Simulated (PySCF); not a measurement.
**NiF₄: fields on a plane**

Method: UB3LYP/[Ni def2-SVP, F def2-SVP], no relativity, density fitting, PySCF.

The quintet minimum has Ni–F 1.747 Å (×4); F–Ni–F 106.6° (×2), F–Ni–F 110.9° (×4).

The plane holds Ni1 at (0.00, 0.00), F2 at (1.75, 0.00), F3 at (-0.50, 1.67) Å. Columns run from x = -2.55 to 4.05 Å, rows from y = 4.05 (top) to -1.95 Å, in steps of 0.3 Å. Other isomers or separated fragments may lie lower.

Task: Give the spin density (e/Å³) (cut at ±0.5 e/Å³). Every second row and column.

Result: 
```
 0.00  0.00  0.00  0.00  0.00  0.00  0.00  0.00  0.00  0.00  0.00  0.00
 0.00  0.00  0.00  0.00  0.00  0.00  0.00  0.00  0.00  0.00  0.00  0.00
 0.00  0.00  0.00  0.01  0.01  0.00  0.00  0.00  0.00  0.00  0.00  0.00
 0.00  0.00  0.01  0.17  0.10  0.01  0.00  0.00  0.00  0.00  0.00  0.00
 0.00  0.00  0.03  0.50  0.50  0.01  0.00  0.00  0.00  0.00  0.00  0.00
 0.00  0.00  0.00  0.07  0.02 -0.01 -0.01  0.01  0.00  0.00  0.00  0.00
 0.00  0.00  0.00  0.07  0.50  0.44 -0.01  0.39  0.10  0.01  0.00  0.00
 0.00  0.00  0.00  0.22  0.50  0.50  0.02  0.50  0.32  0.01  0.00  0.00
 0.00  0.00  0.00  0.00  0.18  0.10 -0.01  0.05  0.03  0.00  0.00  0.00
 0.00  0.00  0.00 -0.01  0.00  0.00  0.00  0.00  0.00  0.00  0.00  0.00
 0.00  0.00  0.00  0.00  0.00  0.00  0.00  0.00  0.00  0.00  0.00  0.00
```

Task: Give the electron density (e/Å³) (cut at 5 e/Å³). Lower edges of the bins (e/Å³): '0' 0.000, '1' 0.030, '2' 0.076, '3' 0.151, '4' 0.268, '5' 0.455, '6' 0.750, '7' 1.218, '8' 1.960, '9' 3.136; top 5.00.

Result: 
```
00000000000000000000000
00000000000000000000000
00000000000000000000000
00000000000000000000000
00000111110000000000000
00001344321000000000000
00013578742000000000000
00014799963100000000000
00024899974100000000000
00014799963211110000000
00013577753222322100000
00002345665335654210000
00001358998558997410000
00001369999679998520000
00001369999679998520000
00001258998558997410000
00001235664335654210000
00001123332222322100000
00000112211101110000000
00000001000000000000000
00000000000000000000000
```

With open d or f shells other occupations or spin states may lie lower.
